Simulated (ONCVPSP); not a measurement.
## Varying the ONCV potential for Mo (Z = 42)

Base potential:

ONCVPSP 4.0.1 input, shortened (lines: element, Z, core and valence counts, functional; n l f; lmax; l rc ep ncon nbas qcut; lloc lpopt rc5 dvloc0; l nproj debl; icmod fcfact rcfact), LDA (Perdew-Zunger), scalar-relativistic:

```
  Mo 42.00    6    4        3      upf
    1    0    2.00
    2    0    2.00
    2    1    6.00
    3    0    2.00
    3    1    6.00
    3    2   10.00
    4    0    2.00
    4    1    6.00
    4    2    4.00
    5    0    2.00
    2
    0    1.65    0.00    3    7    8.30
    1    1.75    0.00    3    6    6.80
    2    2.65    0.00    3    7    7.20
    4    5    1.60    0.00
    0    3    1.10
    1    1    1.20
    2    2    0.30
    2    0.30    0.95
```

Cutoffs, loose and tight: the cutoffs (Ha) at which the residual kinetic energy of the hardest occupied pseudo-wave falls to 1 and 0.1 mHa per electron. They do not see the model core or the augmentation charge, which bear on the density cutoff. Test errors are all-electron minus pseudo excitation energies from the reference, over the configurations 4s2 4p6 4d5 5s1; 4s2 4p6 4d5 5s0; 4s2 4p6 4d4 5s0; 4s2 4p6 4d5.5 5s0.5. A dash means not determined; rows that change the core or the reference have their own tests.

```tsv
change	outcome	cutoff, loose	cutoff, tight	bound ghosts	GHOST(+) flags above zero	largest test error (meV)
base	generated	22 Ha	26 Ha	none	s	+16
p: nproj 2	generated, projector energies reset by the program	22 Ha	26 Ha	none	s	+16
d: rc 3.28	generated	22 Ha	26 Ha	none	s	+71
s: qcut 6; p: qcut 4.9; d: qcut 5.2	generated	14 Ha	21 Ha	none	s	+59
d: debl 3	generated	22 Ha	26 Ha	none	s	+17
d: qcut 8.8	generated	22 Ha	26 Ha	none	s	+9.0
d: qcut 6.2	generated	22 Ha	26 Ha	none	s	+30
s: ncon 4, nbas 8	generated	23 Ha	27 Ha	none	none	+16
core correction Teter function fitted to the true core (icmod 2), fcfact 0.22	generated	22 Ha	26 Ha	none	s	+16
s: rc 1.78	generated	21 Ha	25 Ha	none	s	+16
```
